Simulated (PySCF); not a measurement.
Structure problem from calculated spectra and properties.

Formula: C6H4O2S.

| Property | Result |
| --- | --- |
| NMR, other nuclei | isotropic shieldings of nuclei other than C and H, by class: -333 (1 O), 99 (1 O), -126 (1 S) ppm [GIAO PBE0/pcSseg-1] |
| 1H NMR | chemical shifts (computed TMS as zero) by class: 10.99 (1 H), 7.99 (1 H), 7.39 (1 H), 7.32 (1 H) ppm [GIAO PBE0/pcSseg-1] |
| Rotational structure | rotational constants A, B, C: 1.616, 1.578, 0.798 GHz [GFN2-xTB] |
| Dipole | 4.78 D [PBE0/def2-SVPD] |
| Polarisability | 100.6 au [PBE0/def2-SVPD] |
| 13C NMR | chemical shifts (computed TMS as zero) by class: 210.1 (1 C), 198.1 (1 C), 161.0 (1 C), 151.5 (1 C), 140.9 (1 C), 133.6 (1 C) ppm [GIAO PBE0/pcSseg-1] |
| Triplet | lowest triplet excitation (Tamm–Dancoff): 2.02 eV [TDA PBE0/def2-SVPD] |
| UV, first state | lowest singlet excitation: 2.38 eV (521 nm, f = 0.000) [TDDFT PBE0/def2-SVPD] |

The electronic properties come from PySCF, for the isolated species, density fitting. Levels stand in brackets. One conformer (not necessarily the lowest) at the GFN2-xTB geometry, without solvent, vibrations or thermal averaging. Each NMR value is the plain mean over a class of atoms that symmetry, rotation or inversion makes alike.

**Question.** What is the compound? Reason from the data.

**Answer.** Numbering: `[O:1]=[CH:2][c:3]1[cH:4][o:5][cH:6][cH:7][c:8]1=[S:9]`. Its formula, C6H4O2S, gives 5 degrees of unsaturation: 1 ring and 4 π bonds in the structure found (Kekulé form). 6 carbons fall into 6 classes; from least to most shielded: thiocarbonyl carbon [C8] (210.1 ppm), aldehyde carbon [C2] (198.1 ppm), unsaturated ring CH carbon [C4] (161.0 ppm), unsaturated ring CH carbon [C6] (151.5 ppm), unsaturated ring CH carbon [C7] (140.9 ppm), unsaturated ring carbon [C3] (133.6 ppm). Hydrogen classes from least to most shielded: 1 H on an aldehyde carbon, C2 (10.99 ppm), 1 H on an unsaturated ring CH carbon, C4 (7.99 ppm), 1 H on an unsaturated ring CH carbon, C7 (7.39 ppm), 1 H on an unsaturated ring CH carbon, C6 (7.32 ppm). The other shieldings belong to: -333 ppm, aldehyde oxygen [O1]; 99 ppm, ring oxygen [O5]; -126 ppm, thiocarbonyl sulfur [S9]. S1 is mainly HOMO→LUMO (weight 0.99); the largest Löwdin shares of the orbital it empties are 0.70 on the thiocarbonyl sulfur, 0.11 on the thiocarbonyl carbon and 0.05 on the aldehyde oxygen, of the orbital it fills 0.29 on the thiocarbonyl sulfur, 0.24 on the thiocarbonyl carbon, 0.14 on an unsaturated ring CH carbon and 0.10 on the ring oxygen. The optimised geometry has point group Cs and is an asymmetric top. Structure: `O=Cc1coccc1=S`. The assignments are read from this structure; whether some other isomer fits the data as well wasn't checked.

Conformer computed: `[O:1]=[CH:2][c:3]1[cH:4][o:5][cH:6][cH:7][c:8]1=[S:9]`: O1–C2–C3–C4 0°.
